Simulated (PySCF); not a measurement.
Some computed properties have been withheld. Give your best values.

C₉H₁₀.
Geometry (PBE0-D3(BJ)/def2-SVP, Å), atoms numbered from 1 in this order:
```xyz
19
C9H10 angstrom
C     -2.0113   -1.0291    1.4411
C     -1.5878   -0.4104    0.3273
C     -2.5700    0.0811   -0.6976
C     -0.1464   -0.1700    0.0681
C      0.2739    0.8897   -0.7509
C      1.6267    1.1297   -0.9827
C      2.5943    0.3061   -0.4125
C      2.1940   -0.7636    0.3888
C      0.8436   -0.9995    0.6211
H     -3.0751   -1.2153    1.6089
H     -1.3223   -1.3499    2.2255
H     -2.5872    1.1826   -0.7411
H     -2.3078   -0.2742   -1.7069
H     -3.5883   -0.2551   -0.4606
H     -0.4658    1.5506   -1.2063
H      1.9252    1.9682   -1.6167
H      3.6551    0.4897   -0.5987
H      2.9420   -1.4289    0.8273
H      0.5452   -1.8595    1.2242
```

| property | level | value |
| --- | --- | --- |
| rotational constants A, B, C | PBE0-D3(BJ)/def2-SVP | 3.588, 1.204, 0.928 GHz |
| dipole moment | B3LYP/def2-SVPD | 0.33 D |
| HOMO energy | B3LYP/def2-SVPD | -6.37 eV |
| LUMO energy | B3LYP/def2-SVPD | -1.12 eV |
| lowest singlet excitation | TDDFT B3LYP/def2-SVPD | 4.88 eV (254 nm, f = 0.023) |
| strongest line among the 10 lowest singlet transitions | TDDFT B3LYP/def2-SVPD | S2 at 4.98 eV (249 nm, f = 0.280) |
| lowest triplet excitation (Tamm–Dancoff) | TDA B3LYP/def2-SVPD | ? |
| static isotropic polarisability | B3LYP/def2-SVPD | ? |
| vertical ionisation energy | ΔSCF B3LYP/def2-SVPD | ? |
| electronic spatial extent ⟨r²⟩ about the centre of nuclear charge | B3LYP/def2-SVPD | ? |
| 13C chemical shifts (computed TMS as zero) by class | GIAO B97-2/pcSseg-1 | 148.3 (C2), 142.5 (C4), 130.5 (C6/C8), 130.2 (C7), 127.7 (C5/C9), 116.8 (C1), 23.7 (C3) ppm |
| 1H chemical shifts (computed TMS as zero) by class | GIAO B97-2/pcSseg-1 | 7.48 (H15/H19), 7.35 (H16/H18), 7.29 (H17), 5.69 (H11), 5.34 (H10), 2.16 (H12/H13/H14) ppm |

Electronic properties: PySCF, gas phase, density fitting. One conformer (not necessarily the lowest) at the PBE0-D3(BJ)/def2-SVP geometry, without solvent or vibrations. NMR classes are plain means over equivalent atoms (diastereotopic ones count apart unless rotation or inversion swaps them), as if these changed places fast; in this geometry the members of some classes differ.

The lowest triplet excitation (Tamm–Dancoff)?

3.34 eV.

Give the static isotropic polarisability.

108.9 au.

The vertical ionisation energy?

8.22 eV.

Give the electronic spatial extent ⟨r²⟩ about the centre of nuclear charge.

1279 bohr².

No computed singlet falls in the visible range (750 to 380 nm, 1.65 to 3.26 eV); S1 lies 1.62 eV above its blue end. The polarisability is 16.14 Å³ as a volume (1 au = 0.148185 Å³), or 1.70 au for each of the 64 electrons. In wavenumbers S1 is 39400 cm⁻¹ (1 eV = 8065.54 cm⁻¹). The vertical singlet–triplet gap S1 − T1 is 1.54 eV (TDDFT singlet less Tamm–Dancoff triplet; S1: HOMO→LUMO+1, weight 0.52, beside HOMO−1→LUMO, weight 0.38; T1: HOMO→LUMO, weight 0.91). The largest Löwdin shares of the LUMO are 0.17 on C1, 0.14 on C4, 0.14 on C7 and 0.14 on C2.
